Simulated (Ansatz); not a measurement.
The cluster Ba₅⁺, relaxed as a doublet with UKS PBE/def2-SVP in Ansatz, starting from the GFN2-xTB geometry. Force threshold 0.02 eV/Å.

In the def2 sets Ba takes a core potential; there is no spin–orbit coupling. The structure comes from a short search, and lower isomers may exist.

Start:

```xyz
5

Ba   -0.6486   -2.8305   -1.3902
Ba    2.3466   -0.5496    0.5868
Ba   -1.6541   -0.6911    2.0450
Ba    0.1233    2.9357    1.2046
Ba   -0.1672    1.1355   -2.4463
```

```
step  energy (eV)  largest force component (eV/Å)  SCF passes
   1   -3460.9801                           0.518         106
   2   -3461.1213                           0.302          72
   3   -3461.2528                           0.088          74
   4   -3461.2825                           0.014          52
   5   -3461.2829                           0.003          44
```

Force components are those of the run's own axes.

End:

Cartesian coordinates in Å:
```
Ba -0.426 -3.219 -1.447
Ba 2.460 -0.587 0.583
Ba -1.894 -0.514 1.699
Ba 0.424 3.219 1.448
Ba -0.563 1.101 -2.283
```

By distances, no bond broke or formed, bridged metal pairs apart. The bond that changes most is Ba3–Ba5, from 5.07 to 4.50 Å (atoms count from 1). Metal–metal contacts that move far: Ba3–Ba5 5.07 to 4.50 Å. The end is the same structure that another start reached, the lowest one found.

The force fell under the threshold at step 4, but the optimiser went on. No frequencies were taken in this run, so the end may be a saddle point.

Hardware: 4 threads of Intel Xeon on a shared host. Wall time 62 s.
